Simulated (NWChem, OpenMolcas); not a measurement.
How basis sets differ on InHCl2O (SMILES [OH][In]([Cl])[Cl])

InHCl2O: 5 atoms, total charge 0, spin state singlet. SMILES: `[OH][In]([Cl])[Cl]`. Geometry: relaxed at PBE0-D4/def2-TZVP.

Each level gives the dipole moment (D). The values are calculated.

```csv
level,kind,program,value (D),CPU time
HF/ANO-RCC-MB (DKH2),Hartree–Fock,OpenMolcas,2.01,11 s
HF/STO-3G,Hartree–Fock,NWChem,2.40,5.5 s
HF/3-21G,Hartree–Fock,OpenMolcas,2.50,6.5 s
HF/def2-SVP (core potential),Hartree–Fock,OpenMolcas,1.51,8.6 s
```

All-electron rows without a relativistic Hamiltonian named are non-relativistic, while core potentials hold scalar relativity, so basis and relativity change together. The values span 1.51 to 2.50 D. Magnitudes only. Sets without polarisation functions give poor dipoles. Times are those of the runs behind each value, whatever else they computed, on shared processors of several kinds: orders of magnitude only.
